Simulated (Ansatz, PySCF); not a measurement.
Spin states of H3O3W (SMILES [OH][W]([OH])[OH]), each relaxed with B3LYP-D3(BJ)/def2-TZVP.
State 1 (charge 0, multiplicity 4):
| atom | x (Å) | y (Å) | z (Å) |
|---|---|---|---|
| W | 0.0311 | -0.0543 | -0.0853 |
| O | -1.2630 | -1.4451 | -0.3590 |
| H | -2.1111 | -1.4518 | 0.1021 |
| O | 0.1315 | 1.4245 | -1.3048 |
| H | -0.3023 | 2.2673 | -1.1222 |
| O | 1.2821 | -0.1836 | 1.3654 |
| H | 2.1299 | -0.6326 | 1.2546 |
State 2 (charge 0, multiplicity 2):
```xyz
7

W     -0.0306     0.0700    -0.0865
O     -1.1497    -1.4185    -0.3220
H     -1.8541    -1.5988     0.3171
O      0.1072     1.6979    -0.9417
H     -0.2492     2.2936    -1.6016
O      1.1470    -0.2898     1.3431
H      1.9273    -0.8301     1.1424
```

| level | energy of the multiplicity-2 state less that of the multiplicity-4 state (kcal/mol) | cost |
|---|---|---|
| PBE/def2-TZVPP | 1.11 | ×1 |
| BLYP/def2-TZVPP | -3.15 | ×0.9 |
| r2SCAN/def2-TZVPP | 5.71 | ×2 |
| r2SCAN-D3(BJ)/def2-TZVPP | 5.71 | ×2 |
| r2SCANh/def2-TZVPP | 6.88 | ×3 |
| B3LYP/def2-TZVPP | 0.14 | ×2 |
| B3LYP-D4/def2-TZVPP | 0.02 | ×2 |
| PBE0-D3(BJ)/def2-TZVPP | 5.71 | ×2 |
| PBE0-D4/def2-TZVPP | 5.69 | ×2 |
| CAM-B3LYP-D3(BJ)/def2-TZVPP | 0.92 | ×2 |
| CAM-B3LYP-D4/def2-TZVPP | 0.89 | ×2 |
| wB97X-V/def2-TZVPP | -1.00 | ×4 |
| B2PLYP-D4/def2-TZVPP | 0.37 | ×3 |
| CCSD/def2-SVP | 6.40 | - |

The rows run from -3.15 (BLYP/def2-TZVPP) to 6.88 kcal/mol (r2SCANh/def2-TZVPP). The dispersion term adds 0.00 in r2SCAN-D3(BJ), -0.12 in B3LYP-D4. The 6 functionals in def2-TZVPP without D3 or D4 span 10.02, from BLYP to r2SCANh.

Singlets are restricted, other states unrestricted; no spin–orbit coupling, no relativity up to Kr; see below for the cores. The largest T1 diagnostic is 0.054.

Correlated levels freeze the inner cores; with def2 sets outer-core shells near the valence are correlated too.

Doubts at one or more of the structures used: a spin-contaminated determinant (r2SCAN/def2-TZVPP, r2SCAN-D3(BJ)/def2-TZVPP, r2SCANh/def2-TZVPP, CCSD/def2-SVP); T1 above 0.05 (CCSD/def2-SVP).

Run with Ansatz (Gaussian orbitals); PySCF for the dispersion terms. Values without a source in brackets are computed. In def2 rows elements past Kr take small-core potentials, without spin–orbit coupling.

Costs are rough ratios of core time to PBE/def2-TZVPP (about 25 s over the structures, on one shared machine); a dash marks a level with no comparable run of its own.

Ansatz is a quantum-chemistry and plane-wave program.
